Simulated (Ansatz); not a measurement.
Basis sets compared for NbS₄ (the lowest doublet isomer of a short search). The state is a doublet with charge 0. Geometry PBE0-D4/def2-SVP. Ansatz on 4 threads of Arm Neoverse V2 on a shared host; times are rough, and most runs start from earlier orbitals.

```xyz
5

Nb    0.349    0.113    0.853
S     0.372    1.388   -1.141
S    -1.307   -1.283   -0.102
S     2.191   -0.941    1.121
S    -1.604    0.724   -0.731
```

In the def2 sets Nb takes a core potential; there is no spin–orbit coupling. The structure comes from a short search, and lower isomers may exist.

Binding counts from free atoms (Nb sextet, S triplet) in the same basis, without a counterpoise term.

```csv
level,functions,energy (Eh),HOMO (eV),LUMO (eV),binding per atom (eV),wall time
PBE-D4/def2-SVP,103,-1648.7171,-4.71,-3.77,3.76,2.3 s
PBE-D4/def2-TZVP,188,-1649.2961,-4.68,-3.79,3.83,4.5 s
r2SCAN-D4/def2-TZVP,188,-1649.8568,-5.09,-3.72,3.60,14 s
PBE0-D4/def2-SVP,103,-1648.7884,-6.03,-2.98,3.44,3.3 s
PBE0-D4/def2-TZVP,188,-1649.3645,-5.95,-2.96,3.54,8 s
```

(1) Estimate the rows for PBE-D4/def2-TZVPD, r2SCAN-D4/def2-TZVPD, PBE0-D4/def2-TZVPD.

Answers

(1) 
```tsv
level	functions	energy (Eh)	HOMO (eV)	LUMO (eV)	binding per atom (eV)	wall time
PBE-D4/def2-TZVPD	224	-1649.2977	-4.71	-3.82	3.82	6.5 s
r2SCAN-D4/def2-TZVPD	224	-1649.8581	-5.09	-3.73	3.60	17 s
PBE0-D4/def2-TZVPD	224	-1649.3659	-5.96	-2.98	3.54	13 s
```
